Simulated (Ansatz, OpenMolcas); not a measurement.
**CuOH (SMILES [Cu]O): methods side by side**

CuOH has 3 atoms, charge 0, and is taken as a singlet. As SMILES, `[Cu]O`. The shape is that of a PBE0-D4/def2-TZVP optimisation.

```xyz
3

Cu   -1.1528    0.2853   -0.5969
O     0.4129    0.3078    0.2600
H     0.7399   -0.5931    0.3369
```

Quantity: the vertical energy of the triplet above the singlet, in eV. The values are calculated.

```json
{"level": "HF/cc-pVTZ", "kind": "Hartree–Fock", "program": "Ansatz", "value (eV)": "-0.40"}
{"level": "SVWN5/cc-pVTZ", "kind": "LDA", "program": "OpenMolcas", "value (eV)": "1.93"}
{"level": "PBE/cc-pVTZ", "kind": "GGA", "program": "OpenMolcas", "value (eV)": "1.75"}
{"level": "M06-L/cc-pVTZ", "kind": "meta-GGA", "program": "OpenMolcas", "value (eV)": "1.75"}
{"level": "BHLYP/cc-pVTZ", "kind": "global hybrid", "program": "OpenMolcas", "value (eV)": "1.30"}
{"level": "MP2/cc-pVTZ", "kind": "perturbation theory", "program": "Ansatz", "value (eV)": "3.54"}
{"level": "CCSD/cc-pVTZ", "kind": "coupled cluster or CI", "program": "Ansatz", "value (eV)": "1.72"}
```

The values span -0.40 to 3.54 eV.
